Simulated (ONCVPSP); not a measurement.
# Scattering properties, ONCV potential for Tm

ONCVPSP 4.0.1 input, shortened (lines: element, Z, core and valence counts, functional; n l f; lmax; l rc ep ncon nbas qcut; lloc lpopt rc5 dvloc0; l nproj debl; icmod fcfact rcfact), PBE, scalar-relativistic:

```
  Tm 69.00    9    5        4      upf
    1    0    2.00
    2    0    2.00
    2    1    6.00
    3    0    2.00
    3    1    6.00
    3    2   10.00
    4    0    2.00
    4    1    6.00
    4    2   10.00
    4    3   12.00
    5    0    2.00
    5    1    6.00
    5    2    1.00
    6    0    2.00
    3
    0    2.00    0.00    4    7    4.90
    1    2.35    0.00    3    7    7.00
    2    2.85    0.00    5    9    5.60
    3    1.20    0.00    4    9   14.90
    3    5    1.20    0.00
    0    2    3.70
    1    3    3.90
    2    3    0.60
    3    0    0.90
    3    1.75    1.70
```

The phase is arctan(r·R′/R) of the radial function R(r), unwrapped; energies in Ha, scanned from -4 to 5 Ha. A pole is an energy at which the radial function vanishes at the test radius. The pseudo phase is shifted by a multiple of π to meet the all-electron one at the reference energy, and phase errors are pseudo minus all-electron; the curves can meet again beyond the range given. Levels narrower than the energy grid can be missing from the lists of poles.

Problem. For each channel, where are the poles, and over which energies does the pseudopotential scatter like the atom?

Solution.

| channel | radius (bohr) | reference energy (Ha) | poles, all-electron | poles, pseudo | unbroken range about the reference energy with phases within 0.05 rad | phase error 1 Ha above the reference energy (rad) |
| --- | --- | --- | --- | --- | --- | --- |
| s | 2.03 | -0.17 | -1.86, 4.39 | -1.86, 4.03 | below 4.7 | -0.005 |
| p | 2.39 | -1.12 | -0.92, 3.33 | -0.92, 0.93, 3.33 | below 0.9 | -0.001 |
| d | 2.89 | -0.07 | 0.27, 2.94 | 0.27, 2.94 | the whole range | +0.000 |
| f | 1.22 | -0.35 | 0.32 | 0.43 | -0.8 to 0.7 | +0.047 |

Note: ghosts flagged at negative energy: s at -395.8 eV; GHOST(+) flagged for p at 25.6 eV, d at 271.8 eV. A true bound ghost makes a file unfit for plane-wave use.

Phases in the f channel:

| E (Ha) | all-electron | pseudo |
| --- | --- | --- |
| -3.98 | 1.182 | 1.219 |
| -3.74 | 1.165 | 1.204 |
| -3.50 | 1.144 | 1.188 |
| -3.26 | 1.120 | 1.168 |
| -3.02 | 1.092 | 1.145 |
| -2.78 | 1.058 | 1.116 |
| -2.54 | 1.016 | 1.081 |
| -2.30 | 0.961 | 1.036 |
| -2.06 | 0.889 | 0.975 |
| -1.82 | 0.788 | 0.889 |
| -1.58 | 0.638 | 0.759 |
| -1.34 | 0.403 | 0.544 |
| -1.10 | 0.034 | 0.175 |
| -0.86 | -0.448 | -0.367 |
| -0.62 | -0.880 | -0.863 |
| -0.38 | -1.172 | -1.172 |
| -0.14 | -1.358 | -1.353 |
| 0.10 | -1.484 | -1.468 |
| 0.34 | -1.576 | -1.547 |
| 0.58 | -1.648 | -1.605 |
| 0.82 | -1.708 | -1.651 |
| 1.06 | -1.762 | -1.689 |
| 1.30 | -1.812 | -1.722 |
| 1.54 | -1.861 | -1.751 |
| 1.78 | -1.912 | -1.777 |
| 2.02 | -1.965 | -1.803 |
| 2.26 | -2.023 | -1.827 |
| 2.50 | -2.089 | -1.851 |
| 2.74 | -2.165 | -1.876 |
| 2.98 | -2.255 | -1.901 |
| 3.22 | -2.364 | -1.927 |
| 3.46 | -2.497 | -1.955 |
| 3.70 | -2.659 | -1.985 |
| 3.94 | -2.852 | -2.017 |
| 4.18 | -3.069 | -2.052 |
| 4.42 | -3.294 | -2.091 |
| 4.66 | -3.507 | -2.135 |
| 4.90 | -3.695 | -2.185 |
